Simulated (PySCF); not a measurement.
# A search over the determinants of CsNa

Unrestricted PBE0; basis Cs x2c-TZVPall, Na x2c-TZVPall; spin-free X2C with a Gaussian nucleus; PySCF 2.14. Outer shells of the fragments: Cs 6s1; Na 3s1.

Followed along the bond (rough minima from three points):

| 2Ms+1 | unpaired | ⟨S²⟩ at the start | R at minimum (Å) | Te (eV) |
| --- | --- | --- | --- | --- |
| 1 | none | 0.00 | 3.90 | 0.00 |
| 3 | σ ↑, π ↑ | 2.00 | 3.78 | 1.18 |
| 1 | σ ↑, π ↓ | 1.00 | 3.99 | 1.49 |
| 3 | σ ↑↑ | 2.00 | none in the scan | ≤ 0.57 |

Solutions found at the starting distance of 3.780 Å, counted from the lowest of them; the search is not exhaustive and high or unbound solutions are not listed, so other states can lie among these:

```
2Ms+1  unpaired   term  E (eV)  ⟨S²⟩  ⟨Lz²⟩  μ (D)
    1      none    ¹Σ⁺    0.00  0.00   0.00  -4.78
    3      σ ↑↑    ³Σ⁺    0.78  2.00   0.00   0.44
    3  σ ↑, π ↑     ³Π    1.17  2.00   1.01  -5.96
    1  σ ↑, π ↓  mixed    1.49  1.00   1.00  -5.22
    3  σ ↑, δ ↑     ³Δ    2.08  2.00   4.00   2.38
    1  σ ↑, δ ↓  mixed    2.10  1.00   4.00   2.26
```

A term symbol is given only where ⟨S²⟩ and ⟨Lz²⟩ are close to those of a pure state; real π, δ and φ orbitals otherwise mix terms. A positive dipole means Cs(−)Na(+).

Spin–orbit coupling is left out. Counting both spins, an empty level lies below a filled one in some of these solutions, because spin and occupation are held.
